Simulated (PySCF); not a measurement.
C3H3ClF2. Atoms are numbered in the order given.

```xyz
9

F     -1.9146    -1.5166     0.5855
C     -1.3420    -0.3066     0.8408
F     -2.0090     0.6340     0.1202
C      0.1108    -0.3446     0.4763
C      0.6501     0.5202    -0.3823
Cl     2.3248     0.5078    -0.8213
H     -1.5006    -0.0864     1.9132
H      0.7091    -1.1214     0.9596
H      0.0679     1.3032    -0.8713
```

Geometry: B3LYP-D3(BJ)/def2-SVP. One conformer was computed; it need not be the lowest.

Method: B3LYP/def2-TZVP run with PySCF.

ESP charges are fitted to the potential on shells at 1.4 to 2.0 van der Waals radii. Atomic charges (e):

```
atom  Löwdin  Mulliken    IAO  ESP fit
----  ------  --------  -----  -------
F1      0.14     -0.20    [?]    -0.21
C2     -0.45      0.34    [?]     0.35
F3      0.15     -0.21    [?]    -0.20
C4     -0.20     -0.19  -0.20    -0.16
C5     -0.44     -0.03    [?]    -0.18
Cl6     0.38     -0.08  -0.01    -0.04
H7      0.13      0.07   0.14     0.07
H8      0.15      0.14   0.17     0.16
H9      0.14      0.16    [?]     0.21
```

Problem. Fill in the missing entries. (The exact figures need the calculation; the answer reports its results.)

Solution. 
- F1, IAO: -0.31
- C2, IAO: 0.47
- F3, IAO: -0.31
- C5, IAO: -0.14
- H9, IAO: 0.18

Computed Mayer and Wiberg (Löwdin basis) orders of the bonds:
```
bond    Mayer  Wiberg
------  -----  ------
F1–C2    1.06    1.71
C2–F3    1.06    1.71
C2–C4    1.00    1.20
C4–C5    1.88    2.08
C5–Cl6   1.10    1.74
C2–H7    0.98    0.86
C4–H8    0.94    0.82
C5–H9    0.93    0.86
```
